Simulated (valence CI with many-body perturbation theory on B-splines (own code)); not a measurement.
E1 line list for Zn²⁴⁺

Computed by valence CI with perturbative core correlation (CI+MBPT): four valence electrons over a frozen Dirac-Fock core [He], a basis of 11 s, 11 p, 10 d, 8 f, 5 g, 2 h functions for each j, with the one-electron correlation potential Σ1, the two-electron term Σ2, the three-electron term Σ3, Breit, model QED; selected CI, second order for the rest, scaled by the run's own slope (own B-spline code, finite nucleus).

No measured levels were compared; by estimate levels of excited configurations hold to 0.05 to 0.15 % of their energy, terms of the ground configuration to about 0.5 %. Among the levels kept, up to 1000 cm⁻¹ of a level comes from second order outside the variational space, and about a tenth of that is noise between levels of different J, which matters for small intervals.

Lines 151 to 200 of 536 in falling wavelength, among levels below 1618.9 eV, chosen from the strongest by gf and those to the six lowest levels. Wavelengths and rates use the calculated energies, so an error of 700 cm⁻¹ moves a line at 10.80 nm by 0.076 % and its rate by three times that or more. Electric multipoles are in the length gauge, E1 and E2 with the static RPA response of the core. Weak lines are less certain than strong ones. Lines between different terms over intervals too small for the method are left out, as are lines whose strength nearly cancels. Where a level lies close to another of its J and parity, the split of strength between their lines is uncertain. The highest levels of a list are the least certain.

Names give the largest LS component (configuration and term), which can be under half, so a name can repeat, a term be missing and a line seem to break the LS rules; names also repeat where a configuration has a term twice. Letters in brackets count levels of one name in rising energy.

```
λ vac (nm)                Upper                Lower   A (s⁻¹)  S (a.u.)
     10.80         2p3 3d 5D°_4       2s 2p2 3d 5F_5  2.37e+10  1.32e-01
     10.79       2s 2p2 3d 1F_3      2s 2p2 3p 5D°_4  8.30e+09  3.60e-02
     10.63         2p3 3s 5S°_2       2s 2p2 3s 5P_3  1.81e+10  5.37e-02
     10.61  2s 2p2 3p 1P°_1 [c]   2s 2p2 3s 3P_2 [a]  1.97e+10  3.47e-02
     10.47       2s 2p2 3d 3G_4      2s2 2p 3d 3F°_3  1.11e+10  5.67e-02
     10.36      2s 2p2 3p 3F°_3       2s2 2p 3p 3D_2  1.56e+10  6.01e-02
     10.31   2s 2p2 3d 3F_3 [c]  2s2 2p 3d 3P°_2 [a]  8.74e+09  3.31e-02
     10.29   2s 2p2 3d 3F_3 [c]      2s2 2p 3d 3F°_3  8.01e+09  3.01e-02
     10.25         2p3 3d 5D°_2   2s 2p2 3d 5F_3 [b]  1.39e+10  3.71e-02
     10.16       2s 2p2 3d 3G_3      2s2 2p 3d 3F°_2  1.32e+10  4.79e-02
     10.10  2s 2p2 3p 1D°_2 [a]   2s2 2p 3p 3P_1 [a]  1.39e+10  3.55e-02
     10.07   2s 2p2 3d 3D_2 [b]  2s2 2p 3d 3P°_2 [a]  1.57e+10  3.96e-02
     10.05      2s 2p2 3p 3F°_2       2s2 2p 3p 3D_1  2.01e+10  5.02e-02
     10.04       2s 2p2 3s 3D_2      2s2 2p 3s 3P°_1  1.97e+10  4.93e-02
     9.996         2p3 3d 5D°_4       2s 2p2 3d 5F_4  1.26e+10  5.60e-02
     9.993             2p4 3P_1         2s 2p3 3P°_2  2.37e+10  3.50e-02
     9.954             2p4 1S_0         2s 2p3 1P°_1  1.10e+11  5.36e-02
     9.941             2p4 3P_2         2s 2p3 3D°_3  3.28e+10  7.96e-02
     9.854   2s 2p2 3d 3F_2 [b]      2s2 2p 3d 3F°_2  2.08e+10  4.92e-02
     9.741         2s 2p3 3D°_1         2s2 2p2 3P_0  2.27e+10  3.11e-02
     9.659  2s 2p2 3p 3D°_1 [b]       2s2 2p 3p 3D_1  3.16e+10  4.21e-02
     9.555   2s 2p2 3d 3F_2 [c]      2s2 2p 3d 3D°_1  1.71e+10  3.69e-02
     9.470   2s 2p2 3d 3F_3 [d]      2s2 2p 3d 3F°_3  1.64e+10  4.82e-02
     9.380             2p4 3P_2         2s 2p3 3D°_2  1.93e+10  3.93e-02
     9.332          2p3 3p 5P_3      2s2 2p 3d 1F°_3  1.65e+10  4.64e-02
     9.321       2s 2p2 3d 1F_3      2s2 2p 3d 1F°_3  2.62e+10  7.32e-02
     9.285         2s 2p3 3P°_2         2s2 2p2 3P_2  3.74e+10  7.39e-02
     9.263         2p3 3d 5D°_3   2s 2p2 3d 5F_3 [a]  9.88e+09  2.71e-02
     9.255         2s 2p3 3P°_0         2s2 2p2 3P_1  3.36e+10  1.31e-02
     9.241   2s 2p2 3d 3D_3 [d]      2s2 2p 3d 3D°_3  1.26e+10  3.43e-02
     9.230   2s 2p2 3d 3D_3 [e]  2s2 2p 3d 3P°_2 [b]  1.11e+10  3.02e-02
     9.203         2s 2p3 1D°_2         2s2 2p2 1D_2  5.60e+10  1.08e-01
     9.183  2s 2p2 3p 3D°_2 [c]       2s2 2p 3p 3D_2  2.77e+10  5.29e-02
     9.173         2p3 3d 5D°_4   2s 2p2 3d 5F_3 [a]  8.96e+09  3.07e-02
     9.137      2p3 3p 3D_1 [b]      2s 2p2 3p 3F°_2  3.73e+10  4.22e-02
     9.133   2s 2p2 3s 3P_1 [b]      2s2 2p 3s 3P°_1  4.10e+10  4.63e-02
     9.108         2p3 3s 3P°_1       2s 2p2 3s 3D_2  3.74e+10  4.19e-02
     9.108          2p3 3p 5P_2      2s2 2p 3d 3D°_3  1.84e+10  3.43e-02
     9.084         2s 2p3 3P°_1         2s2 2p2 3P_1  3.22e+10  3.57e-02
     9.073   2s 2p2 3d 3D_2 [c]      2s2 2p 3d 3F°_3  5.25e+10  9.68e-02
     9.070   2s 2p2 3d 3D_1 [c]      2s2 2p 3d 3F°_2  3.48e+10  3.85e-02
     9.060   2s 2p2 3d 3D_3 [e]      2s2 2p 3d 3D°_3  1.71e+10  4.39e-02
     9.046  2s 2p2 3p 1D°_2 [b]       2s2 2p 3p 1D_2  3.19e+10  5.83e-02
     9.038   2s 2p2 3d 1P_1 [b]      2s2 2p 3d 1D°_2  4.57e+10  4.99e-02
     9.030      2s 2p2 3p 3S°_1       2s2 2p 3p 3P_2  4.66e+10  5.08e-02
     9.027   2s 2p2 3d 3F_4 [c]      2s2 2p 3d 3F°_4  4.32e+10  1.41e-01
     9.013       2s 2p2 3s 3S_1      2s2 2p 3s 3P°_2  5.52e+10  5.99e-02
     9.008  2s 2p2 3p 3P°_1 [d]       2s2 2p 3p 3D_2  4.11e+10  4.45e-02
     9.001   2s 2p2 3d 3D_3 [d]      2s2 2p 3d 3F°_4  2.97e+10  7.48e-02
     8.977  2s 2p2 3p 3D°_3 [c]       2s2 2p 3p 3D_3  5.17e+10  1.29e-01
```
